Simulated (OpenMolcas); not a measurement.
Pt5+ among 6 point charges of -1.7 e arranged as a tetragonal octahedron (D4h), 1.95 Å from the ion, with the axial distance 2.087 Å.
```
   1.9500    0.0000    0.0000  -1.70
   0.0000    1.9500    0.0000  -1.70
  -1.9500    0.0000    0.0000  -1.70
   0.0000   -1.9500    0.0000  -1.70
   0.0000    0.0000    2.0865  -1.70
   0.0000    0.0000   -2.0865  -1.70
```

- Program: OpenMolcas 26.06
- Method: CASSCF
- Basis: ANO-RCC-VDZP [7s6p4d2f]
- Scalar Hamiltonian: DKH2, point nucleus
- Active space: 5 electrons in 5 orbitals (5d)
- State averaging: 2S+1 = 6 even, 1 root; 2S+1 = 4 even, 24 roots; 2S+1 = 2 even, 75 roots
- Spin-orbit coupling: state interaction with AMFI integrals over the reference wave functions

**Question.** What is the spin-free ground state (labels of D4, the rotations of D4h)?

**Answer.** 6A1, 1-fold in its orbital part, 100 % from free-ion S terms; it has the highest spin that d5 allows.

**Question.** What are the lowest two levels with spin-orbit coupling?

**Answer.** A 2-fold level E3/2 with g = 2.32, 2.32, 4.48, then a 2-fold level E1/2 100.5 cm-1 above it. Their leading multiplicities are 6 (80 %) and 6 (81 %).

**Question.** What is χT at 300 K?

**Answer.** 3.80 cm3 K/mol.

Without dynamic correlation the repulsion within the d shell is too large (B by tens of per cent), so at a given field states of lower spin stand too high. Point charges give a weaker field than real ligands, and real ions of this kind are as a rule low spin; the high spin found here belongs to the model. This is an electrostatic model: the charges have no orbitals. No measured value stands beside these numbers.
